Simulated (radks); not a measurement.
Results of a calculation; reference values are marked as such.
Valence configurations of neutral platinum (all share [Xe]). Code: a radial shooting solver on a logarithmic mesh with Libxc functionals. Model: scalar-relativistic Kohn-Sham, PBE, spin-polarised, spherical densities, finite nucleus; open shells are filled with parallel spins first (spin-orbit coupling, left out, can overturn this in heavy ions); Fermi nuclear charge, rms radius 5.427 fm. Energies are relative to 4f14 5d9 6s1; eigenvalues in eV for spin up.

valence               E (eV)  moment (Bohr magnetons)    e(4f)    e(5d)   e(6p)    e(6s)
4f14 5d9 6s1           0.000                        2  -70.077   -6.511       -   -6.082
4f14 5d7 6s1 6p2      12.527                        6  -79.425  -14.240  -3.650  -10.529
4f13 5d9 6s1 6p1      75.719                        4  -86.414  -11.412  -2.452   -8.475
4f14 5d9 6s0.5 6p0.5   2.533                        2  -71.112   -7.492  -1.630   -6.803
4f14 5d8.5 6s1.5       0.355                        2  -71.501   -7.540       -   -6.423
4f14 5d8 6s1 6p1       5.405                        4  -74.753  -10.471  -2.487   -8.481
4f13.5 5d7 6s1.5 6p2  49.721                        6  -87.113  -16.076  -3.806  -10.967
4f14 5d8 6s2           0.873                        2  -72.992   -8.615       -   -6.772
4f13 5d10 6s1         68.921                        2  -81.398   -7.136       -   -5.926
4f13.5 5d9 6s1 6p0.5  36.135                        3  -78.145   -8.944  -1.817   -7.319

NIST lists [Xe] 4f14 5d9 6s1 as the ground configuration; this level of theory agrees among the configurations tried. The energies are those of spherical high-spin densities, not of single terms.
